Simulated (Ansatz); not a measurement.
## Molecular dynamics of C2H2AlF

Input:

```yaml
crystal:
  periodic: [false, false, false]
  atoms:
    - { symbol: F, position_ang: [-1.769743, -1.799087, 1.232273] }
    - { symbol: Al, position_ang: [-0.724444, -0.746949, 0.502577] }
    - { symbol: C, position_ang: [0.891615, -0.038261, -0.031242] }
    - { symbol: C, position_ang: [-0.179023, 0.720034, -0.471732] }
    - { symbol: H, position_ang: [1.957838, 0.159893, -0.207807] }
    - { symbol: H, position_ang: [-0.134243, 1.640371, -1.07027] }
basis:
  gaussian: { orbitals: def2-SVP }
hamiltonian:
  xc: pbe0
  dispersion: d4
md:
  timestep: 1.0
  n_steps: 300
  ensemble: nve
  temperature: 200.0
  initial_velocities: maxwell_boltzmann
  seed: 153415
scf:
  lower_state_search: "off"
```

Launched with:

```bash
$ ansatz run input.yaml --threads 1 --pin off --max-ram 2048MiB --backend cpu --events-out ev --progress --plain --runs-dir out
```

It starts from a relaxed structure.

Output, in part (step lines, the closing report, with atoms numbered from 0):

```
md step     0: t =     0.00 fs  T =   200.0 K  F+E_penalty+E_count = -11405.86780465 eV  E_kin = 0.103408 eV  conserved = -11405.76439665 eV  (13 SCF iters)
[... lines left out ...]
Total energy: -11405.81257407 eV, -419.1558809596 hartree
Atom 0 at    -1.764291    -1.817401     1.231881 Å, force     0.024117     0.162551    -0.071789 eV/Å
Atom 1 at    -0.739332    -0.733461     0.509606 Å, force     0.519772     0.057291    -0.147419 eV/Å
Atom 2 at     0.910133    -0.037380    -0.034357 Å, force    -1.109572    -0.212035     0.076501 eV/Å
Atom 3 at    -0.183510     0.724117    -0.485959 Å, force     1.283110    -0.495135     0.446335 eV/Å
Atom 4 at     2.000866     0.086470    -0.187152 Å, force    -0.412474     0.226929    -0.061964 eV/Å
Atom 5 at    -0.048696     1.638791    -1.065039 Å, force    -0.304954     0.260397    -0.241665 eV/Å
Dipole moment:     0.074710     0.101702    -0.045133 e Å
```

The steps, from the saved trajectory:

| time (fs) | T (K) | potential energy less start (eV) | conserved less start (meV/atom) |
| --- | --- | --- | --- |
| 0.0 | 200 | 0.000 | 0.00 |
| 10.0 | 113 | 0.045 | 0.08 |
| 20.0 | 57 | 0.075 | 0.19 |
| 30.0 | 102 | 0.052 | 0.17 |
| 40.0 | 72 | 0.068 | 0.19 |
| 50.0 | 50 | 0.079 | 0.22 |
| 60.0 | 102 | 0.052 | 0.15 |
| 70.0 | 175 | 0.013 | 0.04 |
| 80.0 | 127 | 0.038 | 0.09 |
| 90.0 | 60 | 0.073 | 0.17 |
| 100.0 | 111 | 0.047 | 0.13 |
| 110.0 | 82 | 0.062 | 0.16 |
| 120.0 | 33 | 0.088 | 0.20 |
| 130.0 | 114 | 0.045 | 0.12 |
| 140.0 | 173 | 0.014 | 0.04 |
| 150.0 | 107 | 0.049 | 0.12 |
| 160.0 | 82 | 0.062 | 0.18 |
| 170.0 | 110 | 0.048 | 0.15 |
| 180.0 | 71 | 0.068 | 0.20 |
| 190.0 | 39 | 0.085 | 0.22 |
| 200.0 | 107 | 0.049 | 0.12 |
| 210.0 | 179 | 0.011 | 0.01 |
| 220.0 | 113 | 0.045 | 0.09 |
| 230.0 | 81 | 0.063 | 0.15 |
| 240.0 | 132 | 0.036 | 0.10 |
| 250.0 | 65 | 0.071 | 0.19 |
| 260.0 | 25 | 0.092 | 0.26 |
| 270.0 | 121 | 0.042 | 0.14 |
| 280.0 | 161 | 0.021 | 0.06 |
| 290.0 | 105 | 0.050 | 0.13 |
| 300.0 | 95 | 0.055 | 0.15 |

The run went to its last step. The conserved energy stayed within 0.27 meV per atom of its start (net change 0.15 meV per atom), so the integration is sound. The temperature averaged 0.50 of the 200 K drawn at the start: a run that starts near a minimum puts about half its kinetic energy into the potential. A run of 0.3 ps of so small a system gives no equilibrium averages.

The same pairs are bonded in the first frame and the last. Pairs count as bonded within 1.25 times the sum of covalent radii (0.12 Å more for H–H).

Last frame:

```xyz
6
Properties=species:S:1:pos:R:3
F -1.764 -1.817 1.232
Al -0.739 -0.734 0.510
C 0.910 -0.037 -0.034
C -0.183 0.724 -0.486
H 2.001 0.086 -0.187
H -0.049 1.639 -1.065
```

The run took 18 min on 1 CPU thread of a shared host.
